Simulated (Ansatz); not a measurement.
Consider the redistribution: `O[SiH](F)S[SiH2]Cl` + `C[Te][GeH3]` → `C[Te][SiH](O)F` + `Cl[SiH2][S][GeH3]`.

Isolated molecules relaxed with PBE0-D4/def2-TZVP in Ansatz; ΔE leaves out vibrations. CCSD(T)/CBS is the MP2 limit (def2-TZVPP, def2-QZVPP) plus CCSD(T) − MP2 in def2-TZVPP, frozen cores. Functionals use def2-TZVPP. Elements past krypton have def2 core potentials. For Ge, Te outer-core shells are correlated without core-valence functions, which leaves a few kJ/mol of doubt a bond. Scalar relativity is left out up to krypton. Each species was taken in one conformer, which may not be the lowest.

(1) Is it downhill or uphill in electronic energy at CCSD(T)/CBS, and by how much? (Best estimate.)

(2) What do these levels give: ωB97X-V, ωB97M-V, PBE, r2SCAN, HF/def2-TZVPP, MP2/def2-TZVPP, SCS-MP2/def2-TZVPP, CCSD(T)/def2-TZVPP, HF/def2-QZVPP, MP2/def2-QZVPP, SCS-MP2/def2-QZVPP, MP2/CBS(def2)? (Best estimate.)

Largest T1 diagnostic among the species: 0.011.

Answers

(1) The calculation gave: Uphill: ΔE = +8.2 kcal/mol.

(2) Ansatz gave: ωB97X-V 8.7, ωB97M-V 9.0, PBE 7.8, r2SCAN 8.6, HF/def2-TZVPP 9.1, MP2/def2-TZVPP 8.3, SCS-MP2/def2-TZVPP 8.2, CCSD(T)/def2-TZVPP 8.3, HF/def2-QZVPP 9.1, MP2/def2-QZVPP 8.2, SCS-MP2/def2-QZVPP 8.1, MP2/CBS(def2) 8.2 kcal/mol.

In def2-TZVPP, CCSD(T) changes the Hartree–Fock value by −0.8 kcal/mol (the triples alone add −0.1 kcal/mol) and MP2 by −0.8 kcal/mol.
